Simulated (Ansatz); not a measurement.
Calculated with Ansatz (gas phase, PBE0-D4/def2-TZVP geometries, no zero-point term in ΔE). CBS: MP2 limit from def2 TZ/QZ plus the TZ coupled-cluster correction, frozen cores. This one scheme is used for every species, atoms too. DFT in def2-TZVPP. Open shells (•) are unrestricted, without spin–orbit coupling. Spin–orbit coupling would lower the free atoms: a little for C, O, Si. One conformer a species, not always the lowest.

Consider the atomization: `CO[Si](C)(N)O` → 2 C• + 9 H• + N• + 2 O• + Si•.

```tsv
level	ΔE (kcal/mol)
r2SCAN-D4	1394.1
r2SCAN	1392.1
HF/def2-QZVPP	1009.5
MP2/CBS(def2)	1420.6
```

Problem. What does CCSD(T)/CBS give? (An estimate is asked.)

Solution. Computed: +1398.4 kcal/mol. The listed levels differ from it by -4.3, -6.3, -388.9, 22.2 kcal/mol.

Largest T1 diagnostic among the species: 0.012.

From PBE to PBE0 (25 % exact exchange), in def2-TZVPP and without D4, ΔE moves by −23.4 kcal/mol: exact exchange takes away binding that semilocal exchange gives to molecules. In def2-TZVPP, CCSD(T) changes the Hartree–Fock value by +352.3 kcal/mol (the triples alone add +18.7 kcal/mol) and MP2 by +374.5 kcal/mol; breaking electron pairs costs correlation energy, which Hartree–Fock lacks. The D4 term adds +12.0 kcal/mol with B3LYP and +6.4 kcal/mol with PBE0; it sums over pairs of atoms, weighted by their polarisabilities, and B3LYP, whose exchange is more repulsive, gets the larger term.

B3LYP here is the variant with VWN-RPA as its local correlation; programs differ in this.

For atomizations the MP2-based limit and the directly extrapolated one differ by several kJ/mol either way, and by 10 to 25 for some Ge, Se and Sn compounds, so smaller differences from it don't rank the levels.
